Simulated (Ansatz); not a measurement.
## Abstraction of H: GaH(OH)2 + SnH3 → Ga(OH)2 + SnH4

Species: GaH(OH)2, singlet; SnH3 `[SnH3]`, doublet; Ga(OH)2, doublet; SnH4 `[SnH4]`, singlet. A radical takes H: the energy is the difference in strength between the Ga–H bond broken and the Sn–H bond made.

Shapes, held fixed at every level: PBE0-D4/def2-TZVP. Flexible molecules stand in one conformer, not always the lowest. Programs: Ansatz 0.2.0. The zero-point and thermal change to 298 K, harmonic and unscaled (PBE0-D4/def2-TZVP), is +1.1 kJ/mol.

```tsv
level	kind	ΔH(298 K) (kJ/mol)	less CCSD(T)/def2-TZVPP	CPU time (sum over the molecules)
HF/def2-TZVPP	Hartree–Fock	+23.9	+0.6	–
PBE-D4/def2-TZVPP	GGA	+14.7	-8.6	12 s
B3LYP-D4/def2-TZVPP	global hybrid	+18.5	-4.8	16 s
PBE0-D4/def2-TZVPP	global hybrid	+19.6	-3.7	13 s
r2SCAN0-D4/def2-TZVPP	global hybrid	+23.5	+0.2	25 s
CCSD(T)/def2-SVP	coupled cluster or CI	+29.5	+6.2	18 s
CCSD/def2-SVP	coupled cluster or CI	+31.3	+8.0	–
CCSD(T)/def2-TZVPP	coupled cluster or CI	+23.3	0.0	3.6 min
```

The highest level, CCSD(T)/def2-TZVPP, gives ΔH(298 K) = +23.3 kJ/mol; the levels span +14.7 to +31.3. The column of differences is taken from that level and isn't an error. No measured value is set beside it here. Open shells run unrestricted. For atoms past krypton def2 sets carry core potentials with scalar relativity. Relativity is left out for Ga. Outer-core shells of Ga, Sn are correlated, in sets that cover them unevenly. Times are processor times on shared x86 and Arm servers, and rough.
